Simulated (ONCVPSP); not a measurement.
**carbon (C), ONCV: configuration errors across variants**

ONCVPSP 4.0.1 input, shortened (lines: element, Z, core and valence counts, functional; n l f; lmax; l rc ep ncon nbas qcut; lloc lpopt rc5 dvloc0; l nproj debl; icmod fcfact rcfact), PBEsol, scalar-relativistic:

```
  C 6.00    0    3  -116133      upf
    1    0    2.00
    2    0    2.00
    2    1    1.00
    2
    0    0.60    0.00    3    7   21.00
    1    2.55    0.00    5    9    5.20
    2    2.00    0.21    4    9    5.60
    4    2    0.45    6.00
    0    2    0.80
    1    3    1.80
    2    2    3.60
    0    0.00    0.00
```

All-electron excitation energies from the reference (eV): (1) 1s2 2s2 2p2 -10.789; (2) 1s2 2s2 2p0 24.019; (3) 1s2 2s1 2p0 71.982; (4) 1s2 2s1 2p3 -2.362.

A true bound ghost makes a file unfit for plane-wave use even where its test errors are small: the radial tests pick states by their node count and pass the ghost by.

Errors AE − PS in meV (a dash: test not solved or not reliable):

| change | (1) | (2) | (3) | (4) | bound ghosts | GHOST(+) flags above zero |
| --- | --- | --- | --- | --- | --- | --- |
| base | +79 | +257 | +631 | +149 | none | p, d |
| all radii scaled by about 0.82 (s 0.50, p 2.08, d 1.64 bohr); local potential polynomial inside 0.36 bohr (lpopt 2, dvloc0 6 Ha) | +41 | +153 | +386 | +78 | d | none |
| all radii scaled by about 0.89 (s 0.54, p 2.28, d 1.78 bohr); local potential polynomial inside 0.40 bohr (lpopt 2, dvloc0 6 Ha) | +55 | +194 | +484 | +105 | d | none |
| all radii scaled by about 1.04 (s 0.62, p 2.66, d 2.08 bohr); local potential polynomial inside 0.46 bohr (lpopt 2, dvloc0 6 Ha) | +90 | +286 | +694 | +169 | none | p, d |
| all radii scaled by about 1.24 (s 0.74, p 3.16, d 2.48 bohr); local potential polynomial inside 0.56 bohr (lpopt 2, dvloc0 6 Ha) | +151 | +427 | +1023 | +280 | none | p, d |
| all radii scaled by about 1.31 (s 0.78, p 3.34, d 2.62 bohr); local potential polynomial inside 0.58 bohr (lpopt 2, dvloc0 6 Ha) | +182 | +493 | +1173 | +337 | none | none |

(1) Give the same row for: all radii scaled by about 1.14 (s 0.68, p 2.90, d 2.28 bohr); local potential polynomial inside 0.52 bohr (lpopt 2, dvloc0 6 Ha).

Answers

(1) +116, +351, +844, +218; bound ghosts: none; GHOST(+) flags above zero: p, d.
